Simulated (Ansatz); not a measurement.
Computed with Ansatz on PBE0-D4/def2-TZVP structures; ΔE is electronic, products minus reactants. CBS: MP2 limit from def2 TZ/QZ plus the TZ coupled-cluster correction, frozen cores. This one scheme is used for every species. Functionals use def2-TZVPP. B3LYP here is the variant with VWN-RPA as its local correlation; programs differ in this. HSE06 is defined as in plane-wave codes. Each species was taken in one conformer, which may not be the lowest.

Reaction (silylene formation by 1,1-elimination): `C[O][AlH][SiH2]S` → `C[O][AlH][SH]` + `[SiH2]`

`C[O][AlH][SiH2]S`:

Z-matrix (Å, degrees):
```
C
O 1 1.399
H 1 1.095 2 110.0
H 1 1.095 2 110.0 3 118.8
H 1 1.097 2 112.4 3 -120.6
Al 2 1.691 1 135.4 3 120.5
Si 6 2.441 2 109.6 1 -179.9
H 6 1.587 2 119.2 1 0.1
S 7 2.152 6 105.5 2 0.5
H 7 1.491 6 113.3 2 120.3
H 7 1.492 6 113.3 2 -119.4
H 9 1.345 7 93.7 6 -0.6
```

`C[O][AlH][SH]`:

Cartesian coordinates in Å:
```
C -1.097 0.397 -0.838
O -0.540 0.634 0.418
Al 0.771 0.112 1.327
S 2.164 -1.373 0.532
H -0.518 -0.323 -1.430
H -2.114 0.004 -0.731
H -1.154 1.330 -1.406
H 0.985 0.709 2.762
H 1.503 -1.490 -0.634
```

`[SiH2]`:

Z-matrix (Å, degrees):
```
Si
H 1 1.525
H 1 1.525 2 91.2
```

```tsv
level	ΔE (kJ/mol)	difference from CCSD(T)/CBS
LDA (SPW92)	223.5	43.1
BLYP-D4	171.1	-9.3
B97M-V	178.2	-2.2
B3LYP-D4	177.7	-2.7
ωB97X-V	192.2	11.8
ωB97M-V	172.3	-8.1
BLYP	154.5	-25.9
B3LYP	164.4	-16.0
HSE06	195.8	15.4
BHLYP	170.0	-10.4
CAM-B3LYP	173.0	-7.4
HF/def2-SVP	144.2	-36.2
CCSD(T)/def2-SVP	158.8	-21.6
HF/def2-QZVPP	149.1	-31.3
SCS-MP2/def2-QZVPP	178.8	-1.6
MP2/CBS(def2)	194.4	14.0
CCSD(T)/CBS	180.4	0
```

Largest T1 diagnostic among the species: 0.014.

From BLYP to BHLYP (50 % exact exchange), in def2-TZVPP and without D4, ΔE moves by +15.5 kJ/mol. At CCSD(T), def2-SVP lies −21.6 kJ/mol from the extrapolated value and def2-TZVPP −8.0 kJ/mol. The D4 term adds +13.3 kJ/mol with B3LYP and +7.3 kJ/mol with PBE0; it sums over pairs of atoms, weighted by their polarisabilities, and B3LYP, whose exchange is more repulsive, gets the larger term.
